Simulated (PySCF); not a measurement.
Unknowns

Level of theory: geometry from GFN2-xTB, GIAO PBE0/pcSseg-1 shieldings, in PySCF (single conformer, isolated molecule, equivalent nuclei averaged, non-relativistic Hamiltonian).

Referencing at the same level of theory: TMS for 1H, 13C. Splittings of carbon signals by F and P are missing where no couplings were computed. Where no couplings were computed, multiplicities follow the n + 1 count of equivalent neighbours, and m marks all less simple cases (inequivalent or close neighbours, rings, F or P nearby). Shifts are as computed. Against solution values, carbons near 30 ppm lie about +3 ppm off and those near 130 ppm about +5 ppm. Of 1211 compounds with measured shifts, 218 miss one by over three times the rms of a fit or turn the order of signals round; such compounds aren't used in these exercises.

Question: C8H14. 1H NMR (400 MHz, computed): δ 2.01 (m, 4H), 1.91 (m, 2H), 1.80 (m, 4H), 1.54 (m, 4H). 13C{1H} NMR (computed): δ 49.0, 42.7, 39.7, 31.7, 15.2. Identify the compound.

Answer: spiro(3.4)octane (SMILES C1C2(CCCC2)CC1). Rings plus π bonds: 2 (2 rings in the answer). 5 carbon signals for 8 carbons: some carbons are equivalent by symmetry or fast rotation. Carbon types of the structure: 1 × C, 7 × CH2, which accounts for all hydrogens. δC 49.0, 39.7, 31.7, 15.2: sp3 CH2 in a ring; saturated and bonded to C and H only. δC 42.7: quaternary sp3 carbon in a ring; aliphatic region, no heteroatom directly attached. δH 2.01, 1.91, 1.80, 1.54: hydrogen on an sp3 CH2 in a ring.

This is the structure that produced the data.

Question: C4H10FPSi. 1H NMR (300 MHz, computed): δ 5.04 (m, 1H), 3.61 (m, 1H), 2.30 (m, 2H), 1.95 (m, 2H), 1.54 (m, 2H), 0.67 (m, 2H). 13C{1H} NMR (computed): δ 21.4 (CH2), 16.0 (CH2). Identify the compound.

Answer: SMILES F[SiH]1CCPCC1. 2 carbon signals for 4 carbons: some carbons are equivalent by symmetry or fast rotation. Carbon types of the structure: 4 × CH2, leaving 2 H on heteroatoms. δC 16.0: sp3 CH2 bonded to Si. δH 3.61: hydrogen on a phosphorus bonded to 2 C, in a 6-membered ring. δH 2.30, 1.95: hydrogen on an sp3 CH2 bonded to P. δH 1.54, 0.67: hydrogen on an sp3 CH2 bonded to Si.

This is the structure that produced the data.
